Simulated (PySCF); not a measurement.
**Computed spin Hamiltonian**

Species: C9H7 (doublet state).
Atom-mapped SMILES: `[CH:1]#[C:2][C:3](=[C:4]=[C:5]=[CH2:6])/[CH:7]=[CH:8]\[CH2:9]` (hydrogens: H10 on C1; H11, H12 on C6; H13 on C7; H14 on C8; H15, H16 on C9)

Structure used (GFN2-xTB), in Å, numbered top down from 1:
```
atom  x, y, z in Å
C1    -0.865    3.321   -0.729
C2    -0.723    2.157   -0.474
C3    -0.555    0.776   -0.174
C4     0.746    0.351   -0.100
C5     1.961    0.108   -0.067
C6     3.243   -0.240   -0.012
C7    -1.696    0.007    0.008
C8    -1.785   -1.377    0.313
C9    -0.770   -2.239    0.499
H10   -0.990    4.338   -0.953
H11    3.540   -1.253    0.201
H12    4.020    0.486   -0.181
H13   -2.634    0.537   -0.098
H14   -2.798   -1.754    0.399
H15   -0.960   -3.273    0.727
H16    0.258   -1.935    0.431
```

The hyperfine couplings belong to this conformer and change with its torsions.

Computed, not measured: UKS B3LYP, pcH-1 on C H, non-relativistic, mean-field spin-orbit, GIAO (PySCF). Geometry: GFN2-xTB, one conformer, isolated molecule. Couplings are sensitive to structure, and on GFN2-xTB geometries they can be far from those on DFT ones. The SCF solution wasn't tested for stability. ⟨S²⟩ is 0.820 where a pure state has 0.75.

- g1, g2, g3: 2.00218, 2.00284, 2.00302
- g_iso: 2.00268
- Form of g: rhombic: the two nearest values differ by 22 % of g3 − g1
- ⟨S²⟩: 0.8204 (exact 0.7500)
- α and β electrons: 31, 30
- HOMO–LUMO gap, α and β orbitals: 3.67, 3.27 eV
- Total energy: -346.99203 Eh
- Basis functions: 295

Hyperfine couplings atom by atom, in MHz; T1 to T3 are the principal values of the dipolar part; ρ(0) is the spin density at the nucleus:

| atom | isotope | a_iso | T1 | T2 | T3 | Mulliken spin population | ρ(0) (bohr⁻³) |
| --- | --- | --- | --- | --- | --- | --- | --- |
| C1 | 13C | -6.5 | -11.7 | 4.3 | 7.3 | -0.08 | -0.0058 |
| C2 | 13C | 16.5 | -3.5 | -0.5 | 4.1 | 0.05 | 0.0147 |
| C3 | 13C | -38.4 | -28.7 | 12.6 | 16.1 | -0.21 | -0.0341 |
| C4 | 13C | 41.5 | -35.5 | -23.6 | 59.1 | 0.40 | 0.0369 |
| C5 | 13C | -49.5 | -20.8 | 0.7 | 20.1 | -0.22 | -0.0440 |
| C6 | 13C | 43.9 | -41.2 | -40.1 | 81.3 | 0.54 | 0.0390 |
| C7 | 13C | 42.0 | -34.3 | -32.1 | 66.4 | 0.44 | 0.0374 |
| C8 | 13C | -28.7 | -19.5 | 8.2 | 11.4 | -0.17 | -0.0256 |
| C9 | 13C | 27.0 | -25.6 | -24.0 | 49.5 | 0.34 | 0.0240 |
| H10 | 1H | 6.3 | -2.1 | -0.3 | 2.4 | 0.00 | 0.0014 |
| H11 | 1H | -37.4 | -18.3 | -0.7 | 19.0 | -0.02 | -0.0084 |
| H12 | 1H | -37.2 | -19.2 | -0.5 | 19.7 | -0.02 | -0.0083 |
| H13 | 1H | -28.2 | -16.4 | -0.4 | 16.8 | -0.02 | -0.0063 |
| H14 | 1H | 8.4 | -3.1 | -1.4 | 4.4 | 0.01 | 0.0019 |
| H15 | 1H | -20.7 | -12.4 | -0.6 | 13.0 | -0.02 | -0.0046 |
| H16 | 1H | -20.4 | -9.8 | -1.9 | 11.7 | -0.01 | -0.0046 |

Largest spin populations (Mulliken): C6 (+0.54), C7 (+0.44), C4 (+0.40) and C9 (+0.34). Four atoms exceed +0.15. The positive populations add up to 1.79 and the negative ones to -0.79, together 2S = 1. The angles at C6 add up to 360.0°, so it is planar.

The SMILES `C#CC(=C=C=C)/C=C\[CH2]` draws the unpaired electron on C9, whose computed spin population is only +0.34.

Axes: g1 is normal to the molecular plane, g2 points within 15° of the C7–C8 bond and g3 points within 1° of the C3–C4 bond.

Under fast tumbling the dipolar parts average out, and these isotropic splittings remain (the largest six): 1 × 1H (H11, I = 1/2, 2 lines) with 1.33 mT, 1 × 1H (H12, I = 1/2, 2 lines) with 1.33 mT, 1 × 1H (H13, I = 1/2, 2 lines) with 1.00 mT, 1 × 1H (H15, I = 1/2, 2 lines) with 0.74 mT, 1 × 1H (H16, I = 1/2, 2 lines) with 0.73 mT and 1 × 1H (H14, I = 1/2, 2 lines) with 0.30 mT.

H11 and H12 aren't averaged: C6 is flat or nearly so (angle sum 360°), and its turn about the short C6–C5 bond (1.33 Å) is taken as slow. H15 and H16 aren't averaged: C9 is flat or nearly so (angle sum 360°), and its turn about the short C9–C8 bond (1.34 Å) is taken as slow.

The 13C coupling of C5 (-49.5 MHz) shows only in satellite lines or after enrichment, since that isotope makes up about 1.07 % of natural carbon.

β density exceeds α density at some nuclei, such as C5 (-0.0440), C3 (-0.0341) and C8 (-0.0256), spin density in bohr⁻³. In a single determinant that takes different orbitals for the two spins, that is spin polarisation.
